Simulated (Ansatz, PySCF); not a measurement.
C$_{4}$H$_{12}$N$_{2}$Se, singlet, at a GFN2-xTB geometry, atoms displaced at random by about 0.08 Å a coordinate. Base run: PBE/STO-3G, gradient (PySCF).

The PySCF input:
```python
from pyscf import gto, scf, dft

mol = gto.M(
    atom='''
Se    0.461381   -0.344699    0.760573
N     1.278970    1.045594   -0.166109
C     0.609743    2.294409    0.082651
C     1.571441    0.793291   -1.544519
H     1.036680    3.038280   -0.209568
H    -0.328951    2.440292   -0.651665
H     0.228604    2.449419    1.116592
H     0.778769    0.757875   -2.150803
H     2.247406    1.764230   -1.942279
H     2.157103   -0.219775   -1.508566
N    -1.158576   -0.433292   -0.362453
C    -2.235863   -0.155896    0.284557
C    -1.320449   -1.675373   -0.985432
H    -3.126579    0.137689   -0.204768
H    -2.991744   -1.115788    0.884538
H    -2.128316    0.512369    0.966903
H    -1.652410   -2.594673   -0.564891
H    -1.848063   -1.512718   -1.874058
H    -0.346491   -1.864766   -1.543139
''',
    basis='sto-3g',
    charge=0,
    spin=0,
    verbose=4,
)

mf = dft.RKS(mol)
mf.xc = 'pbe'
mf.kernel()
g = mf.nuc_grad_method()
grad = g.kernel()
```

Programs used: Ansatz (a program for electronic structure), PySCF; a row that names a program was run with it.

The coordinate followed is z of atom 13.

The base run was repeated with changes; each row names its change, and settings that it needs were set with it.

| change | dE/dx (Eh/bohr) | net force (Eh/bohr) |
|---|---|---|
| base | 0.098353 | 0.000089 |
| density fitting = on; auxbasis_response = off | 0.097921 | 0.002985 |
| conv_tol = 1e-11 | 0.098354 | 0.000089 |
| grids.level = 1; grid_response = off | 0.098364 | 0.000262 |
| density fitting = on | 0.098341 | 0.000089 |
| grids.level = 0; grid_response = off | 0.098671 | 0.014872 |
| grid_response = on | 0.098406 | 0.000000 |
| finite difference step (bohr) = 0.05; conv_tol = 1e-11 | 0.097969 | - |
| grids.level = 5; grid_response = on | 0.098369 | 0.000000 |
| code = ansatz | 0.098368 | 0.000000 |
| grids.level = 1; grid_response = on | 0.098334 | 0.000000 |
| finite difference step (bohr) = 1e-3; conv_tol = 1e-11 | 0.098407 | - |

The net force is zero for an exact gradient.
